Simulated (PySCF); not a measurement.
O2P4S: core ionisation energies

Compound: PP3SOO nortricyclane, O2P4S.
Bonds: P1–S2, P1–O5, P1–O7, S2–P3, P3–P4, P3–P6, P4–O5, P4–P6, P6–O7.

Computed with delta-SCF UKS SCAN, pcX-2 on the ionised atom, pcseg-1 elsewhere, spin-free X2C in PySCF. Binding energies are ΔSCF values: E(core-ionised, relaxed orbitals) − E(ground state) at a fixed geometry, referred to the vacuum level.

Q: What binding energy does each computed site have?

A: 
```json
{"atom(s)": "P3", "bonded to": "S and 2 P", "level": "P 2p3/2", "binding energy (eV)": "136.99", "2p1/2 (eV)": "137.88", "above the level's lowest (eV)": "0.00", "count": "1"}
{"atom(s)": "P4/P6", "bonded to": "O and 2 P", "level": "P 2p3/2", "binding energy (eV)": "137.57", "2p1/2 (eV)": "138.47", "above the level's lowest (eV)": "+0.58", "count": "2"}
{"atom(s)": "O5/O7", "bonded to": "2 P", "level": "O 1s", "binding energy (eV)": "539.07", "2p1/2 (eV)": "–", "above the level's lowest (eV)": "0.00", "count": "2"}
{"atom(s)": "P3", "bonded to": "S and 2 P", "level": "P 1s", "binding energy (eV)": "2150.57", "2p1/2 (eV)": "–", "above the level's lowest (eV)": "0.00", "count": "1"}
{"atom(s)": "P4/P6", "bonded to": "O and 2 P", "level": "P 1s", "binding energy (eV)": "2151.23", "2p1/2 (eV)": "–", "above the level's lowest (eV)": "+0.66", "count": "2"}
{"atom(s)": "P1", "bonded to": "2 O and S", "level": "P 1s", "binding energy (eV)": "2152.81", "2p1/2 (eV)": "–", "above the level's lowest (eV)": "+2.24", "count": "1"}
{"atom(s)": "S2", "bonded to": "2 P", "level": "S 1s", "binding energy (eV)": "2477.27", "2p1/2 (eV)": "–", "above the level's lowest (eV)": "0.00", "count": "1"}
```

Lowest listed P 1s: P3, bonded to S and 2 P. Highest, 2.24 eV above it: P1, bonded to 2 O and S.

Lowest listed P 2p3/2: P3, bonded to S and 2 P. Highest, 0.58 eV above it: P4/P6, bonded to O and 2 P.

Q: Which photon energy gives electrons from P 1s of P4/P6 a kinetic energy of 200 eV, and what is their de Broglie wavelength?

A: hν = 2151.23 + 200 = 2351.23 eV, recoil neglected; λ = 12.264 Å/√(E/eV) = 0.87 Å.

Q: Which effective nuclear charge Zeff reproduces each element's mean 1s value in the hydrogen-like formula E = 13.606 eV × Zeff²?

A: O (Z = 8): mean 539.1 eV, Zeff = 6.29, Z − Zeff = 1.71; P (Z = 15): mean 2151.5 eV, Zeff = 12.57, Z − Zeff = 2.43; S (Z = 16): mean 2477.3 eV, Zeff = 13.49, Z − Zeff = 2.51. Means run over the listed sites, weighted by atom count.

The first atom of each set that the bonding makes equivalent was ionised and stands for the set. The list is incomplete; no value stands for P 2p of P1. Spin–orbit coupling isn't in the SCF: each 2p doublet comes from a relaxed spin-free hole plus a matrix of the shell (mean-field spin–orbit coupling and the ground-state 2p splitting), with 2p3/2 averaged over its two sublevels. 2p1/2 minus 2p3/2 (ligand field included): P 0.89 eV. The structure is a single PBE0-D3(BJ)/def2-SVP conformer in the gas phase; no vibrational or solvent corrections.
